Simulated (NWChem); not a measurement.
Molecule: MgSiH₄O₂; SMILES [OH][Mg][O][SiH3]

```xyz
8

Mg     0.5119     1.1513     0.0000
O      0.6965     2.8979     0.0000
H      0.7993     3.8424     0.0000
O      0.3229    -0.6354     0.0000
Si     0.1514    -2.2616     0.0000
H      0.7880    -2.8810    -1.2090
H     -1.2945    -2.6614     0.0000
H      0.7880    -2.8810     1.2090
```
Atoms are numbered in this order, from 1.

All runs use the structure optimised with PBE0/def2-SVP.

### Question
Give the principal values of the shielding tensors (ppm) of Mg1, O2, O4, Si5 from B3LYP/6-311G** (spherical d), GIAO (NWChem), with their diamagnetic and paramagnetic parts as GIAO splits them.

### Answer
| atom | σ11 | σ22 | σ33 | isotropic | diamagnetic | paramagnetic |
|---|---|---|---|---|---|---|
| Mg1 | 468.1 | 468.1 | 710.9 | 549.0 | 711.5 | -162.5 |
| O2 | 363.0 | 363.0 | 421.0 | 382.3 | 388.9 | -6.5 |
| O4 | 327.4 | 370.8 | 370.8 | 356.3 | 395.0 | -38.7 |
| Si5 | 339.3 | 339.3 | 485.3 | 388.0 | 879.7 | -491.7 |
